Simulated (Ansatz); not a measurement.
Molecule: C$_{4}$H$_{6}$GeS, net charge 0, singlet state. 
Coordinates optimised at B3LYP-D3(BJ)/def2-TZVP (Ansatz, a quantum-chemistry and plane-wave program):
```xyz
12

Ge     1.7530     0.1111    -0.1043
C     -0.1891     0.1444    -0.0800
C     -1.0024     1.1076    -0.6239
C     -2.3881     0.8506    -0.4427
C     -2.6184    -0.3093     0.2396
S     -1.1464    -1.0868     0.6602
H      2.3140     0.1156     1.3278
H      2.2141     1.3723    -0.8509
H      2.2654    -1.1442    -0.8306
H     -0.6194     1.9771    -1.1400
H     -3.1752     1.4975    -0.8025
H     -3.5655    -0.7439     0.5145
```

Basis-set convergence of Hartree-Fock and CCSD(T) correlation energies (hartree) with Ansatz. Cores are frozen in the correlated levels unless marked. No spin-orbit coupling. Frozen are the shells of the preceding noble gas and the d and f shells that filled before the atom's block. Non-relativistic.

The Hartree-Fock reference is unstable (checked in the largest basis), which strains HF and MP2. 

```tsv
basis	functions	E(HF)	E(corr, CCSD(T))
def2-SVP	136	-2627.33127	-0.83998
def2-TZVPP	298	-2627.90661	-1.02378
def2-QZVPP	567	-2627.96626	-1.08059
```

Extrapolating the two largest sets (X = 3 and 4) as X^-3: E(corr) = (64·(-1.08059) - 27·(-1.02378))/37 = -1.1220 Eh, an estimate of the basis-set limit. The largest set recovers 96.3 % of it, the smallest 74.9 %.
